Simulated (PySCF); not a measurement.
Atoms are numbered as in `[CH2:1]=[N:2]/[CH:3]=[C:4]1\[CH:5]=[CH:6][C:7]1=[CH2:8]`; H(Xn) means a hydrogen on atom n. Ha(C1) is cis to C3; Ha(C8) is cis to C4; Hb(C1) is trans to C3; Hb(C8) is trans to C4.

Single conformer, non-relativistic, in vacuum. NMR shieldings at PBE0/pcSseg-1/GIAO; GFN2-xTB structure; PySCF 2.14.0 with density-fitted response routines.

Referencing at the same level of theory: ¹³C, ¹H vs TMS; NH3 for ¹⁵N.

```json
{"atoms": "C8", "nucleus": "¹³C", "count": "1", "Hirshfeld charge": "-0.11", "δ (ppm)": "?"}
{"atoms": "H(C3)", "nucleus": "¹H", "count": "1", "Hirshfeld charge": "0.04", "δ (ppm)": "?"}
{"atoms": "Hb(C8)", "nucleus": "¹H", "count": "1", "Hirshfeld charge": "0.05", "δ (ppm)": "5.03"}
{"atoms": "C4", "nucleus": "¹³C", "count": "1", "Hirshfeld charge": "0.00", "δ (ppm)": "154.4"}
{"atoms": "C3", "nucleus": "¹³C", "count": "1", "Hirshfeld charge": "-0.02", "δ (ppm)": "129.1"}
{"atoms": "Ha(C1)", "nucleus": "¹H", "count": "1", "Hirshfeld charge": "0.04", "δ (ppm)": "7.62"}
{"atoms": "Ha(C8)", "nucleus": "¹H", "count": "1", "Hirshfeld charge": "0.05", "δ (ppm)": "5.06"}
{"atoms": "C6", "nucleus": "¹³C", "count": "1", "Hirshfeld charge": "-0.03", "δ (ppm)": "?"}
{"atoms": "N2", "nucleus": "¹⁵N", "count": "1", "Hirshfeld charge": "-0.14", "δ (ppm)": "392.4"}
{"atoms": "H(C6)", "nucleus": "¹H", "count": "1", "Hirshfeld charge": "0.06", "δ (ppm)": "?"}
{"atoms": "C5", "nucleus": "¹³C", "count": "1", "Hirshfeld charge": "-0.03", "δ (ppm)": "156.0"}
{"atoms": "C1", "nucleus": "¹³C", "count": "1", "Hirshfeld charge": "0.00", "δ (ppm)": "153.6"}
{"atoms": "Hb(C1)", "nucleus": "¹H", "count": "1", "Hirshfeld charge": "0.05", "δ (ppm)": "?"}
{"atoms": "C7", "nucleus": "¹³C", "count": "1", "Hirshfeld charge": "-0.01", "δ (ppm)": "155.0"}
{"atoms": "H(C5)", "nucleus": "¹H", "count": "1", "Hirshfeld charge": "0.06", "δ (ppm)": "7.76"}
```

**Question.** Complete the table.

**Answer.** 
- C6: 155.9 ppm, alkene CH; the olefinic region
- C8: 100.8 ppm, terminal =CH2 carbon; an sp2 carbon of a C=C bond
- H(C6): 7.24 ppm, hydrogen on an alkene CH; olefinic region
- Hb(C1): 7.17 ppm, hydrogen on a C=N carbon
- H(C3): 6.60 ppm, hydrogen on an alkene CH; a vinylic proton, deshielded by the sp2 carbon and the C=C anisotropy

Shifts are as computed. Against solution values, carbons near 30 ppm lie about +3 ppm off and those near 130 ppm about +5 ppm. Of 1211 compounds with measured shifts, 218 miss one by over three times the rms of a fit or turn the order of signals round; such compounds aren't used in these exercises. Experimental scales use liquid or dissolved standards, which lie at an offset from isolated NH3 (liquid NH3: subtract about 20 ppm). Unscaled 15N shifts of sp2 nitrogen come out 20 to 40 ppm too high even then.
